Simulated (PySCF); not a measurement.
Geometry:
```json
{"atom": "Al1", "x (Å)": "-1.166", "y (Å)": "-0.088", "z (Å)": "-0.821"}
{"atom": "H2", "x (Å)": "-1.772", "y (Å)": "-1.523", "z (Å)": "-1.142"}
{"atom": "H3", "x (Å)": "-1.832", "y (Å)": "1.240", "z (Å)": "-1.386"}
{"atom": "O4", "x (Å)": "0.695", "y (Å)": "-0.061", "z (Å)": "-0.973"}
{"atom": "Al5", "x (Å)": "1.190", "y (Å)": "0.083", "z (Å)": "0.821"}
{"atom": "H6", "x (Å)": "1.813", "y (Å)": "1.507", "z (Å)": "1.155"}
{"atom": "H7", "x (Å)": "1.839", "y (Å)": "-1.259", "z (Å)": "1.374"}
{"atom": "O8", "x (Å)": "-0.672", "y (Å)": "0.074", "z (Å)": "0.971"}
{"atom": "H9", "x (Å)": "1.247", "y (Å)": "-0.120", "z (Å)": "-1.755"}
{"atom": "H10", "x (Å)": "-1.218", "y (Å)": "0.072", "z (Å)": "1.760"}
```

Geometry: PBE0-D3(BJ)/def2-SVP; GIAO shifts from PySCF, gas phase, non-relativistic, averaged over equivalent atoms.

At PBE0/pcSseg-1 (pcSseg-2 on Al) (150 basis functions, 22 s wall time on 1 thread of an Intel Xeon, shared host):
```tsv
atoms	δ (ppm)
Al1/Al5	152.0
H2/H3/H6/H7	4.57
H9/H10	1.44
O4/O8	29.5
```

Chemical shifts δ = σref − σ; ²⁷Al (σ = 576.18 ppm) against [Al(H2O)6]3+; ¹H (σ = 31.27 ppm) against TMS; ¹⁷O (σ = 334.56 ppm) against H2O, all at this level.

Predict the values at PBE/pcSseg-1 (pcSseg-2 on Al) on the same geometry.

## Answers


```json
{"atoms": "Al1/Al5", "δ at PBE/pcSseg-1 (pcSseg-2 on Al)": "155.3", "change": "+3.3"}
{"atoms": "H2/H3/H6/H7", "δ at PBE/pcSseg-1 (pcSseg-2 on Al)": "4.79", "change": "+0.22"}
{"atoms": "H9/H10", "δ at PBE/pcSseg-1 (pcSseg-2 on Al)": "1.11", "change": "-0.33"}
{"atoms": "O4/O8", "δ at PBE/pcSseg-1 (pcSseg-2 on Al)": "35.1", "change": "+5.6"}
```

Chemical shifts δ = σref − σ; ²⁷Al (σ = 560.82 ppm) vs [Al(H2O)6]3+; ¹H (σ = 31.20 ppm) vs TMS; H2O for ¹⁷O (σ = 334.63 ppm), all at this level.

The largest change is at O4/O8 (oxygen bonded to 2 Al, H). Cost: 150 basis functions, 20 s wall time on 1 thread of an Intel Xeon, shared host.

Experimental scales use liquid or dissolved standards, which lie at an offset from isolated H2O (liquid H2O: subtract about 36 ppm).
